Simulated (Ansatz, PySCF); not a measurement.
Species: C₅H₁₀N (charge 0, doublet). SMILES: [CH]1CC(CC1)N
Structure (B3LYP-D3(BJ)/def2-TZVP (Ansatz, a quantum-chemistry and plane-wave program) minimum search):
```
C
H 1 1.1014
N 1 1.4608 2 112.57
H 3 1.0141 1 110.61 2 -58.95
H 3 1.0141 4 106.75 1 -120.35
C 1 1.5334 2 107.95 3 124.52
H 6 1.0915 1 112.81 2 -47.00
H 6 1.0929 7 107.98 1 119.38
C 1 1.5392 2 107.70 3 -124.43
H 9 1.0953 1 112.86 2 40.26
H 9 1.1012 10 106.38 1 -118.75
C 9 1.4909 10 113.56 11 -123.57
H 12 1.0806 9 124.38 10 44.33
C 12 1.4948 13 124.25 9 -179.40
H 14 1.0947 12 113.25 13 47.51
H 14 1.1005 15 105.65 12 122.06
```
Charge 0, spin multiplicity 2.

Quantity: size of the dipole moment, in D. Set-up: open shells spin-unrestricted; non-relativistic; 6-311+G** with 5d; six Cartesian d functions in 6-31G* and its kin unless marked 5d; LANL2DZ all-electron up to Ne; no dispersion term unless named; spin-orbit terms left out. First-principles rows: single points at B3LYP-D3(BJ) geometries (Ansatz).

```json
[
 {"level": "PBE/3-21G", "program": "Ansatz", "size of the dipole moment (D)": "1.45"},
 {"level": "PBE/6-31G*", "program": "Ansatz", "size of the dipole moment (D)": "1.31"},
 {"level": "PBE/def2-SVP", "program": "Ansatz", "size of the dipole moment (D)": "1.28"},
 {"level": "PBE/6-311+G**", "program": "Ansatz", "size of the dipole moment (D)": "1.30"},
 {"level": "BLYP/6-31G*", "program": "Ansatz", "size of the dipole moment (D)": "1.28"},
 {"level": "BP86/6-31G* (5d)", "program": "PySCF", "size of the dipole moment (D)": "1.31"},
 {"level": "B3LYP/3-21G", "program": "Ansatz", "size of the dipole moment (D)": "1.44"},
 {"level": "B3LYP/LANL2DZ", "program": "Ansatz", "size of the dipole moment (D)": "1.59"},
 {"level": "B3LYP/6-31G*", "program": "Ansatz", "size of the dipole moment (D)": "1.31"},
 {"level": "B3LYP/6-31G**", "program": "Ansatz", "size of the dipole moment (D)": "1.27"},
 {"level": "B3LYP/def2-SVP", "program": "Ansatz", "size of the dipole moment (D)": "1.27"},
 {"level": "B3LYP/cc-pVDZ", "program": "Ansatz", "size of the dipole moment (D)": "1.22"},
 {"level": "PBE0/6-311+G**", "program": "Ansatz", "size of the dipole moment (D)": "1.32"}
]
```

No value to compare with is used here. The 13 habitual levels span 1.22 (B3LYP/cc-pVDZ) to 1.59 D (B3LYP/LANL2DZ).

The levels are drawn from those run, B3LYP/6-31G* more often than the rest, none by its result; left out are runs that failed, that the program found above a lower state of the same kind, or whose <S^2> lies over 0.5 above the pure value.
